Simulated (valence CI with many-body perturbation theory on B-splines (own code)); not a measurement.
# Ir⁴⁴⁺: E2, M1, M2 decay

Method: relativistic CI+MBPT: five valence electrons over a frozen Dirac-Fock core [Ar] 3d10, a basis of 11 s, 11 p, 10 d, 8 f, 5 g, 2 h functions for each j, with the one-electron correlation potential Σ1, the two-electron term Σ2, the three-electron term Σ3, Breit, model QED; selected CI, second order for the rest, scaled by the run's own slope (own B-spline code, finite nucleus).

No measured spectrum was set against this ion. As an estimate, large intervals hold to a few tenths of a per cent, small ones and those within an open d or f shell to about a per cent. Among the levels kept, up to 2200 cm⁻¹ of a level comes from second order outside the variational space, and about a tenth of that is noise between levels of different J, which matters for small intervals.

Lines 1 to 20 of 20 in falling wavelength, among levels below 618.48 eV, chosen from the decays that carry over 1 % of a level's rate. Wavelengths and rates use the calculated energies. Electric multipoles are in the length gauge with retardation, E1 and E2 with the static RPA response of the core. M1 uses the relativistic operator with retardation. S is in atomic units (e²a₀⁴ for E2 and M2, e²a₀⁶ for E3), for M1 in squared Bohr magnetons. Weak lines are less certain than strong ones. Lines between different terms over intervals too small for the method are left out, as are lines whose strength nearly cancels.

Levels are named by their leading jj configuration (3d3/2^4 stands for four electrons in 3d with j = 3/2), which in mixed levels can hold well under half, so a name can repeat and another be missing. Letters in brackets count levels of one name in rising energy.

| λ vac (nm) | Upper | Lower | Type | A (s⁻¹) | S (a.u.) |
| --- | --- | --- | --- | --- | --- |
| 48.49 | (4s^2 4p1/2 4p3/2 4d5/2) J=9/2 | (4s^2 4p1/2 4p3/2 4d3/2) J=7/2 | M1 | 1.00e+05 | 4.24e+00 |
| 14.13 | (4s^2 4p1/2 4p3/2 4d5/2) J=9/2 | (4s 4p1/2^2 4p3/2^2) J=5/2 | E2 | 9.58e+03 | 4.81e-03 |
| 12.36 | (4s^2 4p3/2^2 4d5/2) J=9/2 | (4s^2 4p1/2 4p3/2 4d5/2) J=7/2 [b] | M1 | 3.79e+06 | 2.66e+00 |
| 11.12 | (4s^2 4p1/2 4p3/2^2) J=3/2 | (4s^2 4p1/2^2 4p3/2) J=3/2 | M1 | 1.37e+07 | 2.79e+00 |
| 11.12 | (4s^2 4p1/2 4p3/2^2) J=3/2 | (4s^2 4p1/2^2 4p3/2) J=3/2 | E2 | 1.40e+05 | 8.55e-03 |
| 11.10 | (4s^2 4p1/2 4p3/2 4d5/2) J=9/2 | (4s^2 4p1/2^2 4d5/2) J=5/2 | E2 | 2.21e+05 | 3.32e-02 |
| 11.02 | (4s^2 4p3/2^3) J=3/2 | (4s^2 4p1/2 4p3/2^2) J=1/2 | M1 | 3.44e+06 | 6.82e-01 |
| 10.84 | (4s^2 4p3/2^2 4d5/2) J=9/2 | (4s^2 4p1/2 4p3/2 4d5/2) J=9/2 | M1 | 6.01e+06 | 2.83e+00 |
| 10.84 | (4s^2 4p3/2^2 4d5/2) J=9/2 | (4s^2 4p1/2 4p3/2 4d5/2) J=9/2 | E2 | 3.02e+05 | 4.02e-02 |
| 10.58 | (4s^2 4p1/2 4p3/2^2) J=5/2 | (4s^2 4p1/2^2 4p3/2) J=3/2 | M1 | 2.38e+06 | 6.26e-01 |
| 10.58 | (4s^2 4p1/2 4p3/2^2) J=5/2 | (4s^2 4p1/2^2 4p3/2) J=3/2 | E2 | 5.68e+05 | 4.03e-02 |
| 10.35 | (4s^2 4p3/2^3) J=3/2 | (4s^2 4p1/2 4p3/2^2) J=5/2 | M1 | 4.05e+06 | 6.65e-01 |
| 10.35 | (4s^2 4p3/2^3) J=3/2 | (4s^2 4p1/2 4p3/2^2) J=5/2 | E2 | 1.04e+06 | 4.41e-02 |
| 10.26 | (4s^2 4p3/2^2 4d5/2) J=9/2 | (4s^2 4p1/2 4p3/2 4d5/2) J=7/2 [a] | M1 | 4.89e+06 | 1.96e+00 |
| 10.26 | (4s^2 4p3/2^2 4d5/2) J=9/2 | (4s^2 4p1/2 4p3/2 4d5/2) J=7/2 [a] | E2 | 2.79e+05 | 2.82e-02 |
| 9.957 | (4s^2 4p1/2 4p3/2^2) J=1/2 | (4s^2 4p1/2^2 4p3/2) J=3/2 | M1 | 8.42e+06 | 6.17e-01 |
| 9.957 | (4s^2 4p1/2 4p3/2^2) J=1/2 | (4s^2 4p1/2^2 4p3/2) J=3/2 | E2 | 5.38e+05 | 9.41e-03 |
| 9.874 | (4s^2 4p3/2^3) J=3/2 | (4s^2 4p1/2 4p3/2^2) J=3/2 | M1 | 1.69e+07 | 2.42e+00 |
| 8.856 | (4s^2 4p3/2^2 4d5/2) J=9/2 | (4s^2 4p1/2 4p3/2 4d3/2) J=7/2 | M1 | 1.76e+05 | 4.52e-02 |
| 6.539 | (4s^2 4p1/2 4p3/2 4d5/2) J=9/2 | (4s^2 4p1/2 4p3/2^2) J=5/2 | M2 | 8.95e+03 | 9.55e-05 |
